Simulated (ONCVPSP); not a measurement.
## Zn ONCV: all-electron and pseudo phase curves

ONCVPSP 4.0.1 input, shortened (lines: element, Z, core and valence counts, functional; n l f; lmax; l rc ep ncon nbas qcut; lloc lpopt rc5 dvloc0; l nproj debl; icmod fcfact rcfact), PBE, scalar-relativistic:

```
  Zn 30.00    3    4        4      upf
    1    0    2.00
    2    0    2.00
    2    1    6.00
    3    0    2.00
    3    1    6.00
    3    2   10.00
    4    0    1.50
    2
    0    1.00    0.00    4    8   13.90
    1    0.65    0.00    4    7   11.70
    2    1.05    0.00    3    7   17.10
    4    3    0.60    1.00
    0    2    2.90
    1    2    0.90
    2    2    2.30
    0    0.00    0.00
```

In the p channel the program set the typed energies aside and used -3.235, 0.250 Ha.

The phase is arctan(r·R′/R) of the radial function R(r), unwrapped; energies in Ha, scanned from -6 to 5 Ha. A pole is an energy at which the radial function vanishes at the test radius. The pseudo phase is shifted by a multiple of π to meet the all-electron one at the reference energy, and phase errors are pseudo minus all-electron; the curves can meet again beyond the range given. Levels narrower than the energy grid can be missing from the lists of poles.

**Question.** For each channel, where are the poles, and over which energies does the pseudopotential scatter like the atom?

**Answer.**

```csv
channel,radius (bohr),reference energy (Ha),"poles, all-electron","poles, pseudo",unbroken range about the reference energy with phases within 0.05 rad,phase error 1 Ha above the reference energy (rad)
s,1.02,-0.36,-3.21,-3.21,the whole range,+0.000
p,0.66,-3.23,none,none,the whole range,+0.000
d,1.07,-0.54,1.03,1.03,the whole range,+0.000
```

Phases in the d channel:

```
E (Ha)  all-electron  pseudo
 -5.96         1.177   1.177
 -5.68         1.161   1.161
 -5.40         1.143   1.143
 -5.12         1.123   1.123
 -4.84         1.101   1.101
 -4.56         1.075   1.075
 -4.28         1.044   1.044
 -4.00         1.008   1.008
 -3.72         0.964   0.964
 -3.44         0.911   0.911
 -3.16         0.843   0.843
 -2.88         0.757   0.757
 -2.60         0.643   0.643
 -2.32         0.491   0.491
 -2.04         0.284   0.284
 -1.76         0.017   0.017
 -1.48        -0.294  -0.294
 -1.20        -0.600  -0.600
 -0.92        -0.855  -0.855
 -0.64        -1.050  -1.051
 -0.36        -1.197  -1.197
 -0.08        -1.307  -1.307
  0.20        -1.394  -1.394
  0.48        -1.463  -1.463
  0.76        -1.522  -1.522
  1.04        -1.572  -1.572
  1.32        -1.616  -1.616
  1.60        -1.657  -1.657
  1.88        -1.696  -1.696
  2.16        -1.733  -1.733
  2.44        -1.771  -1.771
  2.72        -1.809  -1.809
  3.00        -1.849  -1.849
  3.28        -1.892  -1.892
  3.56        -1.939  -1.939
  3.84        -1.992  -1.992
  4.12        -2.054  -2.053
  4.40        -2.126  -2.125
  4.68        -2.212  -2.211
  4.96        -2.316  -2.315
```
